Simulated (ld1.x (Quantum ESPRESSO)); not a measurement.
An all-electron radial function and its pseudo partner (Rb (Z = 37))

Columns: radius, all-electron u(r) and pseudo u(r) of the 4s shell (level -31.89 eV) of rubidium in the configuration [Ar] 3d10 4s2 4p6 5s1 5p0; PBE, scalar-relativistic, TM scheme, ld1.x (Quantum ESPRESSO) 7.5.

```
r (bohr)  all-electron   pseudo
   0.135       -0.2897  -0.1316
   0.270        0.2723  -0.2604
   0.405        0.4745  -0.3838
   0.540        0.2218  -0.4990
   0.675       -0.1671  -0.6032
   0.810       -0.5111  -0.6934
   0.945       -0.7516  -0.7662
   1.080       -0.8891  -0.8184
   1.215       -0.9427  -0.8466
   1.350       -0.9355  -0.8493
   1.485       -0.8882  -0.8263
   1.620       -0.8174  -0.7806
   1.755       -0.7353  -0.7173
   1.890       -0.6501  -0.6432
   2.025       -0.5672  -0.5653
   2.160       -0.4897  -0.4894
   2.295       -0.4193  -0.4193
   2.430       -0.3566  -0.3566
   2.565       -0.3017  -0.3017
   2.700       -0.2542  -0.2542
   2.835       -0.2133  -0.2133
   2.970       -0.1784  -0.1784
   3.105       -0.1489  -0.1489
   3.240       -0.1240  -0.1240
   3.375       -0.1030  -0.1030
   3.510       -0.0855  -0.0855
```

Q: How many radial nodes do the two functions have?

A: The all-electron 4s function has n − l − 1 = 3 (the table is too coarse to show those close to the nucleus); the pseudo-wave has 0, since the states of the same l below it are removed with the core.

Q: At about which radius was the pseudo-wave matched?

A: 2.45 bohr. The columns agree to 0.0005 from 2.16 bohr on; several derivatives are matched, so the curves merge somewhat inside the radius.

Q: Is the pseudo-wave norm-conserving?

A: Yes: the TM scheme keeps the norm inside the radius equal to the all-electron one, which fixes the energy derivative of the logarithmic derivative at the level.
